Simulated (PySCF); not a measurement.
# Correlation energy of C (carbon, neutral)

[He] 2s2 2p2, high-spin 3P determinant. All numbers are calculated (PySCF 2.14, the non-relativistic Hamiltonian (point nucleus), in cc-pVDZ (3s2p1d, 14 functions)). Frozen: 1s2; 4 electrons correlated.

MP2 pair energies summed by pair of shells (mhartree):

| pair | energy | share (%) |
| --- | --- | --- |
| 2s-2p | -30.35 | 58.6 |
| 2s-2s | -15.89 | 30.7 |
| 2p-2p | -5.53 | 10.7 |

Total MP2 correlation energy: -51.77 mhartree.

Same-spin part -9.33 and opposite-spin part -42.44 mhartree; SCS-MP2 scales them by 1/3 and 6/5 to -54.03 mhartree.

| level | correlation energy (mhartree) |
| --- | --- |
| CCSD | -72.91 |
| (T) | -0.93 |
| CCSD(T) | -73.84 |

Diagnostics: T1 = 0.0066, D1 = 0.0131, largest double amplitude 0.123.

Problem. Is a single reference adequate?

Solution. Mostly. T1 lies below 0.03, but a double amplitude of this size points to a near-degeneracy that CCSD handles and MP2 describes poorly.
